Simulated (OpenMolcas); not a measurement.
## W4+ in Cs2GeF6: curves along the breathing mode

W4+ with its 6 nearest fluoride ions, on the Ge site of Cs2GeF6 (a = 9.021 Å, distance in the model lattice 1.804 Å). The rest of the host is ab initio model potentials to 7.6 Å and point charges beyond; the distance is set by hand and nothing relaxes. Ligand basis ANO-RCC-VDZP.

* Program: OpenMolcas
* Method: CASSCF
* Basis: ANO-RCC-VDZP [7s6p4d2f1g]
* Scalar Hamiltonian: DKH2, point nucleus
* Active space: 2 electrons in 5 orbitals (5d)
* State averaging: 2S+1 = 3 even, 10 roots; 2S+1 = 1 even, 15 roots
* Spin-orbit coupling: state interaction with AMFI integrals over the reference wave functions

Spin-free energies (labels of O, the rotations of Oh) in cm-1 above the lowest fitted minimum, as all ligands move together:

```json
{"R (Å)": "1.786", "3T1": "27760", "1T2": "37110", "1E": "37210", "1A1": "50210", "3T2": "81900", "3T1(2)": "89950", "1T2(2)": "91710"}
{"R (Å)": "1.828", "3T1": "14630", "1T2": "24040", "1E": "24140", "1A1": "37130", "3T2": "63920", "3T1(2)": "72130", "1T2(2)": "73930"}
{"R (Å)": "1.87", "3T1": "6150", "1T2": "15640", "1E": "15730", "1A1": "28700", "3T2": "50990", "3T1(2)": "59310", "1T2(2)": "61130"}
{"R (Å)": "1.912", "3T1": "1510", "1T2": "11060", "1E": "11150", "1A1": "24100", "3T2": "42310", "3T1(2)": "50700", "1T2(2)": "52540"}
{"R (Å)": "1.954", "3T1": "10", "1T2": "9630", "1E": "9720", "1A1": "22630", "3T2": "37190", "3T1(2)": "45640", "1T2(2)": "47480"}
{"R (Å)": "1.996", "3T1": "1080", "1T2": "10770", "1E": "10860", "1A1": "23730", "3T2": "35030", "3T1(2)": "43520", "1T2(2)": "45370"}
{"R (Å)": "2.038", "3T1": "4270", "1T2": "14020", "1E": "14120", "1A1": "26930", "3T2": "35340", "3T1(2)": "43860", "1T2(2)": "45710"}
```

Cubic fits give the following; the wavenumber is harmonic, with the mass of all moving ligands, small differences in it between states hang on the degree of the fit, a number in brackets counts states of one label, and the table is a selection of at most 14 states with clean curves.

```csv
State,R0 (Å),Breathing mode (cm-1),Minimum (cm-1)
3T1,1.955,658,0
1T2,1.954,660,9620
1E,1.954,660,9710
1A1,1.954,658,22620
3T2,2.012,593,34930
3T1(2),2.011,595,43430
1T2(2),2.011,595,45280
1T1,2.011,594,48010
```

The minimum of 3T2 is shifted by +0.0568 Å against 3T1 (from the unrounded fits). With M = 114.0 u for the moving shell, the Huang-Rhys factor in this mode is S = M ω ΔR² / 2ħ = 0.01483 × 114.0 × 658 × 0.0568² = 3.59. Only the first shell moves, against a rigid host.

An orbital triplet at a regular site is open to Jahn-Teller coupling, which can distort the site and quench the lowest spin-orbit gaps and is left out. Without dynamic correlation the repulsion within the d shell is too large (B by tens of per cent), so at a given field states of lower spin stand too high. With metal d orbitals alone the field can be off either way by tens of per cent. Ligand-to-metal charge-transfer states are missing. With no ligand orbital active B as a rule stays too high, so bands that hang on it stand too high and its fall with covalency is understated. The least metal-like active orbital is 69 % on the metal (Löwdin) and no ligand orbital is active, so the numbers are rough (holds for R = 1.786). The least metal-like active orbital is 71 % on the metal (Löwdin) and no ligand orbital is active, so the numbers are rough (holds for R = 1.828). The least metal-like active orbital is 73 % on the metal (Löwdin) and no ligand orbital is active, so the numbers are rough (holds for R = 1.87). The least metal-like active orbital is 74 % on the metal (Löwdin) and no ligand orbital is active, so the numbers are rough (holds for R = 1.912). The least metal-like active orbital is 75 % on the metal (Löwdin) and no ligand orbital is active, so the numbers are rough (holds for R = 1.954). The least metal-like active orbital is 76 % on the metal (Löwdin) and no ligand orbital is active, so the numbers are rough (holds for R = 1.996). The least metal-like active orbital is 77 % on the metal (Löwdin) and no ligand orbital is active, so the numbers are rough (holds for R = 2.038). No measured value stands beside these numbers.
